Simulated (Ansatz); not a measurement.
`FC(F)(F)c1ccc(-c2ccc(-c3ccc(-c4ccc(C(F)(F)F)nc4)nc3)nc2)nc1`. The state is a triplet with charge 0. Geometry PBE-D4/def2-SVP, that of the neutral singlet.

```xyz
44

F     0.918   -9.803   -0.349
C     0.351   -9.103    0.663
F     0.998   -9.455    1.802
F    -0.931   -9.515    0.785
C     0.438   -7.617    0.421
C     1.523   -7.058   -0.271
C     1.584   -5.672   -0.425
C     0.556   -4.868    0.121
C     0.557   -3.390    0.002
C     1.594   -2.654   -0.606
C     1.509   -1.263   -0.676
C     0.379   -0.608   -0.134
C     0.216    0.863   -0.174
C     1.166    1.743   -0.731
C     0.925    3.118   -0.728
C    -0.275    3.610   -0.166
C    -0.608    5.055   -0.127
C    -1.791    5.486    0.509
C    -2.100    6.849    0.544
C    -1.206    7.744   -0.065
C    -1.464    9.242   -0.072
F    -2.613    9.547    0.581
F    -0.460    9.914    0.532
F    -1.572    9.714   -1.333
N    -0.077    7.361   -0.680
C     0.208    6.057   -0.707
N    -1.187    2.770    0.375
C    -0.950    1.460    0.370
N    -0.618   -1.311    0.453
C    -0.529   -2.638    0.517
N    -0.490   -5.418    0.778
C    -0.546   -6.742    0.921
H     2.305   -7.707   -0.693
H     2.425   -5.225   -0.973
H     2.477   -3.157   -1.027
H     2.320   -0.695   -1.152
H     2.101    1.366   -1.168
H     1.671    3.800   -1.158
H    -2.443    4.725    0.962
H    -3.012    7.217    1.033
H     1.141    5.789   -1.231
H    -1.711    0.800    0.819
H    -1.358   -3.181    1.000
H    -1.422   -7.148    1.455
```

Single mean-field runs in def2-TZVP are fitted with def2-universal-jkfit. At PBE0-D4/def2-TZVP a singlet of charge 0 lies 2.70 eV below the triplet at the same geometry.

(1) Estimate the α-spin orbital energies around the gap (eV) in Ansatz with PBE-D4/def2-TZVP, PBE0-D4/def2-TZVP.

Results:

(1) 
| orbital | PBE-D4/def2-TZVP | PBE0-D4/def2-TZVP |
| --- | --- | --- |
| HOMO−5 | -6.85 | -8.12 |
| HOMO−4 | -6.51 | -8.07 |
| HOMO−3 | -6.49 | -8.06 |
| HOMO−2 | -6.34 | -7.69 |
| HOMO−1 | -6.12 | -7.30 |
| HOMO | -3.72 | -4.19 |
| LUMO | -2.89 | -2.30 |
| LUMO+1 | -2.75 | -1.89 |
| LUMO+2 | -2.47 | -1.58 |
| LUMO+3 | -2.21 | -1.28 |
| LUMO+4 | -1.99 | -1.08 |
| LUMO+5 | -1.81 | -0.93 |
| β HOMO | -6.08 | -7.44 |
| β LUMO | -5.92 | -5.47 |
